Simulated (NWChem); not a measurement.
**HClFHfN**

```xyz
5

Hf     0.1102     0.1912    -0.1782
N     -0.4110    -0.4667    -1.7808
H     -0.8617    -0.8311    -2.6133
F     -0.9070     1.7647     0.2780
Cl     0.2335    -1.5032     1.4944
```
Charge 0, spin multiplicity 1.

Everything below was run with NWChem. The geometry was optimised at PBE0/def2-SVP with def2 effective core potentials on Hf, a minimum by its harmonic frequencies.

Symmetry labels belong to the abelian group C1 used in the runs, with the axes of the coordinates shown.

Effective core potentials replace the inner electrons of Hf; spin-orbit coupling is left out. B3LYP has NWChem's definition, with VWN1-RPA local correlation. The structure started from a generated list of species.

### Question
List the lowest 4 singlet excitations that TD-B3LYP/def2-SVP with def2 effective core potentials on Hf, VWN1-RPA local correlation gives, with oscillator strengths.

### Answer
```csv
state,symmetry,energy (eV),wavelength (nm),f
1,a,2.29,541,0.002
2,a,2.77,447,0.012
3,a,4.20,295,0.012
4,a,4.40,281,0.002
```
